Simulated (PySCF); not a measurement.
C3H7O (SMILES CC(C)[O-]), charge -1, singlet, geometry from GFN2-xTB (in this run its highest filled SCF level lies above zero, so its values depend strongly on the basis, on diffuse functions most of all), atoms displaced at random by about 0.08 Å a coordinate. Base run: R2SCAN/STO-3G, gradient (PySCF).

The PySCF input:
```python
from pyscf import gto, scf, dft

mol = gto.Mole()
mol.atom = '''
    O     0.00610705    1.48748462   -0.04648897
    C     0.07269274    0.17591623    0.37778090
    H    -0.01831588    0.02757096    1.42214968
    C    -1.34520387   -0.56445393   -0.10942417
    C     1.21962010   -0.70286800   -0.10606676
    H    -1.31663022   -0.76892226   -1.07853646
    H     1.26004451   -0.92407693   -1.20349549
    H    -2.22642284    0.01031937    0.17296255
    H     2.25341522   -0.18995409    0.19240623
    H    -1.40712727   -1.60190485    0.29613754
    H     1.08023425   -1.87544116    0.18324501
'''
mol.basis = 'sto-3g'
mol.charge = -1
mol.verbose = 3
mol.build()

mf = dft.RKS(mol)
mf.xc = 'r2scan'
mf.kernel()
g = mf.nuc_grad_method()
grad = g.kernel()
```

The coordinate followed is y of atom 11.

The base run was repeated with changes; each row names its change, and settings that it needs were set with it.

```tsv
change	dE/dx (Eh/bohr)	net force (Eh/bohr)
base	-0.053177	0.001618
grids.level = 5; grid_response = on	-0.053172	0.000000
conv_tol = 1e-11	-0.053176	0.001618
grids.level = 5; grid_response = off	-0.053171	0.001202
grids.level = 1; grid_response = on	-0.053195	0.000000
finite difference step (bohr) = 0.05; conv_tol = 1e-11	-0.052909	-
conv_tol = 1e-4	-0.053195	0.001618
finite difference step (bohr) = 1e-5; conv_tol = 1e-11	-0.053167	-
grids.level = 1; grid_response = off	-0.053171	0.011766
grids.level = 0; grid_response = on	-0.055049	0.000000
grids.level = 0; grid_response = off	-0.054359	0.018507
finite difference step (bohr) = 0.2; conv_tol = 1e-11	-0.049003	-
```

The net force is zero for an exact gradient.
